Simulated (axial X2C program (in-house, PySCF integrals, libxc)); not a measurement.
**Potential curves of InCl⁻, with spin–orbit coupling**

All values were computed with an axial X2C code built on PySCF integrals. Two-component (2c) means X2C with spin–orbit coupling and atomic mean-field two-electron Coulomb and Gaunt terms. Basis: In dyall-acv3z [12s13p10d5f1g], Cl dyall-av3z [9s8p3d2f] (cores contracted in-house); Gaussian nuclei, density fitting, unrestricted open shells. Masses: In 114.904 u, Cl 34.969 u.

State: Ω = 1/2 (⟨Sz⟩ = -0.50, ⟨Lz⟩ = 1.00 at HF). Energies in eV from the fragments at the same level (In + Cl-). Fits are polynomials in 1 − R0/R over 0.85 to 1.23 times the lowest point R0.

```tsv
R (Å)	MP2	CCSD
2.2507	-0.7937	
2.3542	-1.0772	-1.0422
2.4318	-1.1960	-1.1649
2.5094	-1.2583	-1.2313
2.5870	-1.2796	-1.2567
2.6775	-1.2681	-1.2498
2.7681	-1.2300	-1.2164
2.8845	-1.1572	-1.1496
3.0268	-1.0500	
3.2338	-0.8868
```

Correlated methods: 11 electrons correlated (number of frozen shells: In 4 s, 3 p, 2 d; Cl 2 s, 1 p), 289 virtual spin orbitals or spinors in MP2, 90 natural virtuals in coupled cluster.

One determinant describes the state; a PBE0 search over occupations chose it and may have missed a lower one. De is counted from the lowest determinant-based energies of the atoms at the same level, without counterpoise correction. CCSD ran in a truncated set of natural virtual spinors with an MP2 remainder; without triples it tends to underbind. With the outer-core shells frozen, correlated bond lengths of heavy atoms tend to come out a few hundredths of an ångström too long. Coupled cluster ran on the points near the minimum only. MP2 and coupled cluster on one determinant become unreliable at the stretched end.

Question: Fit the MP2 curve near its minimum: give the equilibrium distance, the harmonic wavenumber and the well depth.

Answer: At MP2, 2c: Re = 2.601 Å, ωe ≈ 215 cm⁻¹, De = 1.28 eV to In + Cl-; Be follows as 0.093 cm⁻¹.

Question: What are Re, ωe and De at the CCSD level?

Answer: At CCSD, 2c: Re = 2.612 Å, ωe ≈ 209 cm⁻¹, De = 1.26 eV to In + Cl-; Be follows as 0.0921 cm⁻¹.
